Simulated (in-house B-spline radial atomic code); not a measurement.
PBEsol excitations of Ne⁶⁺

Method: PBEsol. Computed with a B-spline radial code for spherical atoms: linear response of the closed shell [He] 2s2 with the functional's adiabatic kernel; scalar-relativistic (spin-free one-electron X2C), finite nucleus, no spin-orbit coupling, no double excitations, S, P, D and F terms only.

Command:
```bash
python run_td.py task.json out
```
Settings (radii: box in bohr, nucleus in fm):
```
Z                        10
electrons                4
configuration            [He] 2s2
hamiltonian              x2c
method                   pbesol
box_radius               14.35
rms_radius               3.0055
intervals                72
```

Time taken, with all properties: 0.3 s on 1 thread of Arm Neoverse N1 (shared host).

The lowest states, in the order of their Tamm-Dancoff energies; the method's threshold (minus the highest occupied level) is 191.96 eV. Labels give the largest channel, * marks a mixed state, and oscillator strengths are full-response dipole values. Semilocal kernels can invert the small singlet-triplet splittings of Rydberg terms. Energies in eV:

```
     state  full response  Tamm-Dancoff  oscillator strength
2s → 2p 3P         11.230        12.626                    -
2s → 2p 1P         24.897        26.132                0.378
2s → 3s 3S              ?             ?                    -
2s → 3s 1S         120.78        120.81                    -
2s → 3p 3P         123.29        123.31                    -
2s → 3p 1P         124.07        124.08                0.488
2s → 3d 3D         126.22        126.28                    -
2s → 3d 1D              ?             ?                    -
2s → 4s 3S         154.36        154.36                    -
2s → 4s 1S         155.10        155.11                    -
```

**Question.** Where does 2s → 3s 3S lie?

**Answer.** At 118.17 eV in full response, 118.18 eV in Tamm-Dancoff.

**Question.** Where does 2s → 3d 1D lie?

**Answer.** At 128.28 eV in full response, 128.29 eV in Tamm-Dancoff.

**Question.** How large is the singlet-triplet splitting of 2s → 2p (P terms) in Tamm-Dancoff?

**Answer.** 13.5 eV, from the unrounded values.

**Question.** What polarisabilities and dispersion coefficient does the method give?

**Answer.** Dipole 0.4893 bohr³, quadrupole 0.09651 bohr⁵, C6 0.1866 hartree·bohr⁶ for two such species.
